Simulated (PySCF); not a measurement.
# Correlation energy of Pt⁺ (platinum, charge +1)

[Xe] 4f14 5d8 6s1, high-spin 4F determinant (an excited configuration). Calculation: PySCF 2.14, in aug-cc-pwCVTZ-PP with ECP60MDF; a scalar-relativistic core potential. Frozen: 5s2 5p6; 9 electrons correlated.

MP2 pair energies summed by pair of shells (mhartree):

| pair | energy | share (%) |
| --- | --- | --- |
| 5d-5d | -212.55 | 81.9 |
| 5d-6s | -47.08 | 18.1 |

Total MP2 correlation energy: -259.63 mhartree.

Same-spin part -97.29 and opposite-spin part -162.34 mhartree; SCS-MP2 scales them by 1/3 and 6/5 to -227.24 mhartree.
